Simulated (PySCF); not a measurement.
Predicted microwave data (PySCF 2.14.0, PBE0-D3(BJ)/def2-SVP geometry optimisation, gas phase) for one isomer of C9H10O:

```
Rotational constants : A = 1632, B = 1376, C = 752.1 MHz
Dipole components    : |μa| = 1.71 D, |μb| = 0.01 D, |μc| = 0.00 D
Inertial defect      : -4.79 u·Å²
κ                    : 0.42
```

Question: Which candidate fits, each taken in the one conformer that was computed?
A. `[CH3:1][CH2:2][C:3](=[O:4])[c:5]1[cH:6][cH:7][cH:8][cH:9][cH:10]1` with C1–C2–C3–O4 -1°, C2–C3–C5–C6 1°
B. `[CH2:1]=[CH:2][c:3]1[cH:4][cH:5][cH:6][cH:7][c:8]1[O:9][CH3:10]` with C1–C2–C3–C4 16°, C7–C8–O9–C10 2°
C. `[CH2:1]=[CH:2][c:3]1[cH:4][cH:5][c:6]([O:7][CH3:8])[cH:9][cH:10]1` with C1–C2–C3–C4 180°, C5–C6–O7–C8 180° (4-methoxystyrene)
D. `[CH3:1][O:2][C@:3]12[C@H:4]3[C@@H:5]4[C@@H:6]5[C@H:7]3[C@H:8]1[C@@H:9]5[C@H:10]24` with C1–O2–C3–C4 180°

Answer: B. It is C=Cc1ccccc1OC, an asymmetric top, point group C1. The candidates at the same level (rigid rotor, commonest isotopes):

```tsv
SMILES	A (MHz)	B (MHz)	C (MHz)	μa (D)	μb (D)	μc (D)	Δ (u·Å²)	point group	rotor
CO[C@]12[C@H]3[C@@H]4C5[C@H]3[C@H]1[C@@H]5[C@@H]42	3111	1321	1291	0.02	1.12	0.00	-153.40	Cs	near-prolate asymmetric top
C=Cc1ccccc1OC	1632	1376	752.1	1.71	0.01	0.00	-4.79	C1	asymmetric top
C=Cc1ccc(OC)cc1	4156	716.7	613.7	1.14	1.14	0.00	-3.25	Cs	near-prolate asymmetric top
CCC(=O)c1ccccc1	3466	797.6	653.6	1.48	2.37	0.03	-6.27	–	asymmetric top
```

`CO[C@]12[C@H]3[C@@H]4C5[C@H]3[C@H]1[C@@H]5[C@@H]42` has A 91 % too high; `CCC(=O)c1ccccc1` has A 112 % too high; `C=Cc1ccc(OC)cc1` has A 155 % too high. No structure here is proved a minimum.
